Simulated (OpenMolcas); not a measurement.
Ta3+ (d2) in a complex was computed by CASSCF with the d shell active (OpenMolcas, ANO-RCC-VDZP on the metal). Its lowest spin-free states, and all those of the highest spin:

```tsv
2S+1	Degeneracy	E (cm-1)
3	2	0.0
3	1	2225
1	2	7517
1	1	9014
1	2	12521
1	1	23114
3	2	29336
3	1	31933
3	2	37776
1	2	38279
3	1	40461
1	1	41721
3	1	62738
```

Problem. Is the site octahedral, tetrahedral or cube-like, axial, or of lower symmetry?

Solution. The states with 2S+1 = 3 have orbital degeneracies 2, 1, 2, 1, 2, 1, 1. There are pairs but no triples, so the site is axial: not cubic, but with a proper or improper axis of order three or more. The run had Ta3+ with 6 ligands (fluoride) in trigonal antiprismatic coordination (D3d) at 2.03 Å, a polar angle of 59.7° against the regular 54.74°. A charge of +0.5 e stands 2.6 Å behind each ligand. Ligand basis ANO-RCC-VDZP.

An orbital doublet at a regular site is open to a Jahn-Teller distortion, which this geometry leaves out. Without dynamic correlation the repulsion within the d shell is too large (B by tens of per cent), so at a given field states of lower spin stand too high. The least metal-like active orbital is 79 % on the metal (Löwdin) and no ligand orbital is active, so the numbers are rough. With metal d orbitals alone the field can be off either way by tens of per cent. Ligand-to-metal charge-transfer states are missing. With no ligand orbital active B as a rule stays too high, so bands that hang on it stand too high and its fall with covalency is understated. No measured value stands beside these numbers; the geometry was imposed, not optimised, and the real ion may take another.
